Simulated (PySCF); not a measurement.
F₂HOS, SMILES [OH+]=S(F)F, charge +1. Heavy atoms are numbered as in [OH+:1]=[S:2]([F:3])[F:4]. Hydrogens are named by the atom that carries them.

Geometry: B3LYP-D3(BJ)/def2-SVP. The isomer is the one that the SMILES or the coordinates give; other isomers of the formula were not compared.

Calculation: B3LYP/def2-TZVPD (PySCF).

Mulliken values depend strongly on the basis, most of all with diffuse functions as here. ESP charges are fitted to the potential on shells at 1.4 to 2.0 van der Waals radii. Atomic charges (e), one atom of each kind:

| atom | IAO | Mulliken | ESP fit |
|---|---|---|---|
| O1 (OH) | -0.58 | -0.30 | ___ |
| S2 | 1.87 | 1.08 | ___ |
| F3 | -0.36 | -0.09 | ___ |
| H on O1 | 0.44 | 0.41 | ___ |

What belongs in the gaps? (Estimate from the structure and the level; the computed values follow.)


- O1 (OH), ESP fit: -0.29
- S2, ESP fit: 0.89
- F3, ESP fit: -0.03
- H on O1, ESP fit: 0.47
